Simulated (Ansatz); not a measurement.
F2H3SSi2, SMILES `F[SiH](F)S[SiH2]` radical, 8 atoms. The species carries charge 0 and has multiplicity 2. All runs use 4 threads of an Arm Neoverse V1 on a shared host. Correlated methods freeze the cores. Open-shell runs search over several starts.

Give the basis size and wall time and peak host memory of each of these runs in Ansatz. UKS HSE06 (plane-wave form)-D4/def2-TZVPP energy; UKS ωB97M-V/def2-QZVPP energy; UHF-CCSD(T)/def2-TZVPP energy; UKS PBE0-D4/def2-TZVP frequencies; UKS PBE0-D4/def2-SVP energy; UKS PBE0-D4/def2-TZVP relaxation (15 steps); UHF-CCSD(T)/def2-SVP energy; direct RPA on PBE orbitals/def2-TZVPP energy; UKS PBE0-D4/def2-QZVPP energy; UKS B97M-V/def2-TZVPP energy; UKS revPBE-D4/def2-TZVPP energy; UKS ωB97M-V/def2-SVP energy. (An estimate is asked.)

The calculation gave: Other jobs shared the machine, so times are rough.

```tsv
level	job	functions	wall time	peak host memory (GiB)
UKS PBE0-D4/def2-SVP	energy	97	1.9 s	0.27
UKS revPBE-D4/def2-TZVPP	energy	230	3.2 s	0.36
UKS HSE06 (plane-wave form)-D4/def2-TZVPP	energy	230	6.5 s	0.88
direct RPA on PBE orbitals/def2-TZVPP	energy	230	6.5 s	0.59
UKS ωB97M-V/def2-SVP	energy	97	8.5 s	0.5
UHF-CCSD(T)/def2-SVP	energy	97	12 s	0.67
UKS B97M-V/def2-TZVPP	energy	230	16 s	0.53
UKS PBE0-D4/def2-QZVPP	energy	414	19 s	2.1
UKS ωB97M-V/def2-QZVPP	energy	414	41 s	2.6
UKS PBE0-D4/def2-TZVP	relaxation (15 steps)	191	82 s	0.72
UKS PBE0-D4/def2-TZVP	frequencies	191	2.5 min	0.7
UHF-CCSD(T)/def2-TZVPP	energy	230	19 min	4.8
```
